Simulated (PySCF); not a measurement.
Cartesian coordinates (Å):
```xyz
3

Cl    -1.8504    -0.4046     0.0000
Ga    -0.0151     0.7327     0.0000
Cl     1.8655    -0.3280     0.0000
```
Charge 0, spin multiplicity 2.

Q: What highest occupied spin orbital, dipole moment and total energy does PBE0-D4/def2-TZVP run with PySCF give?

A: 
```json
{
  "highest_occupied_spin_orbital": "-7.08 eV",
  "dipole_moment": "1.76 D",
  "total_energy": "-77411.27 eV"
}
```
